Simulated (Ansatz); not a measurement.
`Br[SiH2]C1=CN1` + `BO` → `BO[SiH2]Br` + `C1=CN1` at 400 K and 1 bar (ligand exchange at the Si–C bond).

Program: Ansatz. Geometries: PBE0-D4/def2-TZVP. ΔE: electronic, gas phase. CBS: MP2 limit from def2 TZ/QZ plus the TZ coupled-cluster correction, frozen cores. This one scheme is used for every species. For Br outer-core shells are correlated without core-valence functions, which leaves a few kJ/mol of doubt a bond. Scalar relativity is left out up to krypton. One conformer a species, not always the lowest.

```
         species  CCSD(T)/CBS energy (Eh)  H − E (kJ/mol)  S (J/(mol·K))
`Br[SiH2]C1=CN1`              -2995.53136           172.4          385.5
            `BO`               -101.80414           108.2          244.0
    `BO[SiH2]Br`              -2964.89003           145.0          366.9
        `C1=CN1`               -132.46664           132.8          265.7
```

H − E and S are ideal-gas, rigid-rotor, harmonic terms from PBE0-D4/def2-TZVP, for one conformer and one mirror image of each species. 1 Eh = 2625.50 kJ/mol, R = 8.31446 J/(mol·K).

**Question.** By hand: ΔE, ΔH, ΔS and ΔG.

**Answer.** ΔE = (-2964.89003) + (-132.46664) − (-2995.53136) − (-101.80414) = -0.02117 Eh = -55.6 kJ/mol. Δ(H − E) = 145.0 + 132.8 − 172.4 − 108.2 = -2.8, so ΔH = -58.4 kJ/mol. ΔS = 366.9 + 265.7 − 385.5 − 244.0 = 3.1 J/(mol·K). ΔG = -58.4 − 400 × (3.1)/1000 = -59.6 kJ/mol.

**Question.** By hand: the equilibrium constant, and the temperature at which ΔG would vanish if ΔH and ΔS stayed fixed.

**Answer.** log₁₀ K = −ΔG/(RT ln 10) = 7.8. ΔH and −TΔS have one sign here, so there is no such temperature. One of them is within its doubt of zero, so this could turn.

The number of gas molecules stays the same, so ΔS is small and ΔH decides. A doubt of 5 kJ/mol in ΔE shifts log₁₀ K by 0.7 here. Other conformers and mirror images would add mixing entropy, several J/(mol·K) or more a flexible species. Modes under 60 cm⁻¹, often nearly free rotors, make the harmonic entropy too high. These are equilibria of isolated gas molecules and say nothing of rates. Largest T1 diagnostic: 0.014 (customary marks: 0.02 for closed shells, 0.045 for open ones).
